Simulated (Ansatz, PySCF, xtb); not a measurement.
Dimer: CH3F (SMILES CF) (first 5 atoms) with H4OSi (SMILES O[SiH3]); geometry from B3LYP-D3(BJ)/def2-TZVP.
(charge 0, multiplicity 1):
| atom | x (Å) | y (Å) | z (Å) |
|---|---|---|---|
| C | -0.5259 | -0.4380 | -0.3576 |
| F | 0.6257 | 0.2779 | 0.0052 |
| H | -1.3962 | 0.1694 | -0.1141 |
| H | -0.4757 | -0.6335 | -1.4274 |
| H | -0.5401 | -1.3695 | 0.2064 |
| O | 0.0273 | 0.8751 | 2.7125 |
| Si | 0.3836 | -0.4044 | 3.6855 |
| H | 0.3918 | 0.8695 | 1.8184 |
| H | -0.0269 | -1.6911 | 3.0624 |
| H | -0.3738 | -0.2035 | 4.9377 |
| H | 1.8336 | -0.4951 | 3.9891 |

Interaction energies are E(AB) − E(A) − E(B) at the monomers' geometry in the complex; basis-set methods are counterpoise corrected.

Run with Ansatz (Gaussian basis) for Hartree–Fock, density functionals and correlated methods; PySCF for the dispersion terms; xtb for the GFN methods. Each number belongs to the level named beside it.

### Question
One of these levels gives -3.03 kcal/mol for the interaction energy. Which one is it?
A. B3LYP/def2-TZVPPD
B. revPBE-D4/def2-TZVPPD
C. BHLYP-D4/def2-TZVPPD
D. GFN-FF

### Answer
A, B3LYP/def2-TZVPPD. The others give -3.61 (GFN-FF), -3.94 (revPBE-D4/def2-TZVPPD), -4.98 (BHLYP-D4/def2-TZVPPD)

Ansatz is a program for electronic structure.
